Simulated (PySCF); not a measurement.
C₄H₁₂O₃Si (SMILES CO[Si](C)(OC)OC), singlet, geometry from GFN2-xTB, with bond 18-8 at 1.3 times its length; BLYP/STO-3G in PySCF.

The PySCF input:
```python
from pyscf import gto, scf, dft

mol = gto.M(
    atom='''
C    -2.351200   -1.276742   -0.346431
O    -1.499053   -0.171473   -0.464038
Si    0.000320    0.003483    0.136743
C     0.004785    0.052126    2.046433
O     0.609654    1.364572   -0.508094
C     0.076563    2.658524   -0.452345
O     0.886091   -1.229137   -0.442674
C     2.271942   -1.411141   -0.353817
H    -1.836377   -2.192979   -0.637966
H    -2.704837   -1.380188    0.682198
H    -3.202708   -1.109507   -1.006855
H    -0.722912    0.762195    2.430162
H     0.976311    0.343143    2.436863
H    -0.236240   -0.918406    2.471831
H    -0.968744    2.658371   -0.763566
H     0.659356    3.285626   -1.127836
H     0.144734    3.057631    0.562497
H     2.958713   -0.250973   -0.792743
H     2.536044   -2.255737   -0.991076
H     2.564595   -1.628515    0.676203
''',
    basis='sto-3g',
    charge=0,
    spin=0,
    verbose=4,
)

mf = dft.RKS(mol)
mf.xc = 'blyp'
mf.level_shift = 0.5
mf.max_cycle = 100
mf.kernel()
```

What the program printed (banner, timings and long lists left out):

```
PySCF version 2.14.0

[INPUT] verbose = 4
[INPUT] num. atoms = 20
[INPUT] num. electrons = 74
[INPUT] charge = 0
[INPUT] spin (= nelec alpha-beta = 2S) = 0
[INPUT] symmetry False subgroup None
[INPUT] Mole.unit = angstrom
[INPUT] Symbol           X                Y                Z      unit          X                Y                Z       unit  Magmom
[INPUT]  1 C     -2.351200000000  -1.276742000000  -0.346431000000 AA   -4.443124064077  -2.412692711729  -0.654659711059 Bohr   0.0
[INPUT]  2 O     -1.499053000000  -0.171473000000  -0.464038000000 AA   -2.832799616208  -0.324037007758  -0.876904731391 Bohr   0.0
[INPUT]  3 Si     0.000320000000   0.003483000000   0.136743000000 AA    0.000604712360   0.006581916092   0.258406819451 Bohr   0.0
[INPUT]  4 C      0.004785000000   0.052126000000   2.046433000000 AA    0.009042339506   0.098503863969   3.867197902272 Bohr   0.0
[INPUT]  5 O      0.609654000000   1.364572000000  -0.508094000000 AA    1.152079090746   2.578667357250  -0.960158505535 Bohr   0.0
[INPUT]  6 C      0.076563000000   2.658524000000  -0.452345000000 AA    0.144683101275   5.023882255583  -0.854808163816 Bohr   0.0
[INPUT]  7 O      0.886091000000  -1.229137000000  -0.442674000000 AA    1.674469311442  -2.322732299570  -0.836532622466 Bohr   0.0
[INPUT]  8 C      2.271942000000  -1.411141000000  -0.353817000000 AA    4.293348150897  -2.666670013145  -0.668617228215 Bohr   0.0
[INPUT]  9 H     -1.836377000000  -2.192979000000  -0.637966000000 AA   -3.470249591450  -4.144129706923  -1.205581016784 Bohr   0.0
[INPUT] 10 H     -2.704837000000  -1.380188000000   0.682198000000 AA   -5.111401141590  -2.608177320411   1.289167382726 Bohr   0.0
[INPUT] 11 H     -3.202708000000  -1.109507000000  -1.006855000000 AA   -6.052240976954  -2.096664363288  -1.902680197149 Bohr   0.0
[INPUT] 12 H     -0.722912000000   0.762195000000   2.430162000000 AA   -1.366105692162   1.440339803513   4.592340618325 Bohr   0.0
[INPUT] 13 H      0.976311000000   0.343143000000   2.436863000000 AA    1.844960402400   0.648446291562   4.605003673086 Bohr   0.0
[INPUT] 14 H     -0.236240000000  -0.918406000000   2.471831000000 AA   -0.446428899667  -1.735535811157   4.671083616210 Bohr   0.0
[INPUT] 15 H     -0.968744000000   2.658371000000  -0.763566000000 AA   -1.830660844816   5.023593127486  -1.442930618030 Bohr   0.0
[INPUT] 16 H      0.659356000000   3.285626000000  -1.127836000000 AA    1.246002258589   6.208933287750  -2.131301153425 Bohr   0.0
[INPUT] 17 H      0.144734000000   3.057631000000   0.562497000000 AA    0.273507620913   5.778085179980   1.062965275889 Bohr   0.0
[INPUT] 18 H      2.958713000000  -0.250973000000  -0.792743000000 AA    5.591157251190  -0.474270234660  -1.498067157166 Bohr   0.0
[INPUT] 19 H      2.536044000000  -2.255737000000  -0.991076000000 AA    4.792428599846  -4.262725139048  -1.872862208629 Bohr   0.0
[INPUT] 20 H      2.564595000000  -1.628515000000   0.676203000000 AA    4.846382170429  -3.077447339746   1.277838474609 Bohr   0.0

nuclear repulsion = 520.431805469372
number of shells = 38
number of NR pGTOs = 168
number of NR cGTOs = 56
basis = sto-3g
ecp = {}

******** <class 'pyscf.dft.rks.RKS'> ********
method = RKS
initial guess = minao
damping factor = 0
level_shift factor = 0.5
DIIS = <class 'pyscf.scf.diis.CDIIS'>
diis_start_cycle = 1
diis_space = 8
diis_damp = 0
SCF conv_tol = 1e-09
SCF conv_tol_grad = None
SCF max_cycles = 100
direct_scf = True
direct_scf_tol = 1e-13
XC library pyscf.dft.libxc version 7.1.2
    S. Lehtola, C. Steigemann, M. J. T. Oliveira, and M. A. L. Marques,  SoftwareX 7, 1–5 (2018)
XC functionals = blyp
    A. D. Becke,  Phys. Rev. A 38, 3098 (1988)
    C. Lee, W. Yang, and R. G. Parr,  Phys. Rev. B 37, 785 (1988)
    B. Miehlich, A. Savin, H. Stoll, and H. Preuss,  Chem. Phys. Lett. 157, 200 (1989)
radial grids:
    Treutler-Ahlrichs [JCP 102, 346 (1995); DOI:10.1063/1.469408] (M4) radial grids

becke partition: Becke, JCP 88, 2547 (1988); DOI:10.1063/1.454033
pruning grids: <function nwchem_prune>
grids dens level: 3
symmetrized grids: False
atomic radii adjust function: <function treutler_atomic_radii_adjust>
small_rho_cutoff = 0
Set gradient conv threshold to 3.16228e-05
Initial guess from minao.
tot grids = 235600
init E= -666.887317208918
  HOMO = -0.0771325142107994  LUMO = 0.385415616322893  gap/eV = 12.58658
cycle= 1 E= -665.871111651877  delta_E= 1.02  |g|= 0.927  |ddm|= 5.37
  HOMO = 0.112009612509873  LUMO = 0.661886815289459  gap/eV = 14.96292
cycle= 2 E= -666.152622970235  delta_E= -0.282  |g|= 0.381  |ddm|= 1.79
  HOMO = -0.0668132789831353  LUMO = 0.68786333440657  gap/eV = 20.53580
cycle= 3 E= -666.185983642359  delta_E= -0.0334  |g|= 0.158  |ddm|= 0.302
  HOMO = -0.0813051661047322  LUMO = 0.682337127897289  gap/eV = 20.77977
cycle= 4 E= -666.192056143878  delta_E= -0.00607  |g|= 0.0662  |ddm|= 0.128
  HOMO = -0.0790172004066914  LUMO = 0.684573202574709  gap/eV = 20.77835
cycle= 5 E= -666.193182171785  delta_E= -0.00113  |g|= 0.025  |ddm|= 0.0562
  HOMO = -0.0787134722770066  LUMO = 0.68464498911051  gap/eV = 20.77204
cycle= 6 E= -666.193347347453  delta_E= -0.000165  |g|= 0.0101  |ddm|= 0.022
  HOMO = -0.0786866140202123  LUMO = 0.684574926898056  gap/eV = 20.76940
cycle= 7 E= -666.193377449263  delta_E= -3.01e-05  |g|= 0.00415  |ddm|= 0.0103
  HOMO = -0.0787030622994742  LUMO = 0.684562236934262  gap/eV = 20.76951
cycle= 8 E= -666.193383067367  delta_E= -5.62e-06  |g|= 0.00185  |ddm|= 0.00486
  HOMO = -0.0785841445366022  LUMO = 0.684592267768871  gap/eV = 20.76709
cycle= 9 E= -666.193384310911  delta_E= -1.24e-06  |g|= 0.000901  |ddm|= 0.00242
  HOMO = -0.0785966071013484  LUMO = 0.684595326209984  gap/eV = 20.76751
cycle= 10 E= -666.193384646101  delta_E= -3.35e-07  |g|= 0.000461  |ddm|= 0.00134
  HOMO = -0.0786018489285101  LUMO = 0.684591947409947  gap/eV = 20.76756
cycle= 11 E= -666.193384744813  delta_E= -9.87e-08  |g|= 0.000244  |ddm|= 0.000754
  HOMO = -0.0785993651306134  LUMO = 0.684588645189701  gap/eV = 20.76740
cycle= 12 E= -666.193384775396  delta_E= -3.06e-08  |g|= 0.000136  |ddm|= 0.000439
  HOMO = -0.0785967955747116  LUMO = 0.684592721751261  gap/eV = 20.76744
cycle= 13 E= -666.193384785468  delta_E= -1.01e-08  |g|= 7.73e-05  |ddm|= 0.000253
  HOMO = -0.0785978049391101  LUMO = 0.684592043085328  gap/eV = 20.76745
cycle= 14 E= -666.193384788955  delta_E= -3.49e-09  |g|= 4.49e-05  |ddm|= 0.000151
  HOMO = -0.0785980459639766  LUMO = 0.684591473453797  gap/eV = 20.76744
cycle= 15 E= -666.19338479019  delta_E= -1.23e-09  |g|= 2.63e-05  |ddm|= 9.14e-05
  HOMO = -0.0785979038874083  LUMO = 0.684591623543627  gap/eV = 20.76744
cycle= 16 E= -666.193384790631  delta_E= -4.41e-10  |g|= 1.59e-05  |ddm|= 5.52e-05
  HOMO = -0.0785996427840387  LUMO = 0.18459162983108  gap/eV = 7.16180
Extra cycle  E= -666.193384790763  delta_E= -1.32e-10  |g|= 1.96e-05  |ddm|= 0.00011
converged SCF energy = -666.193384790763
```
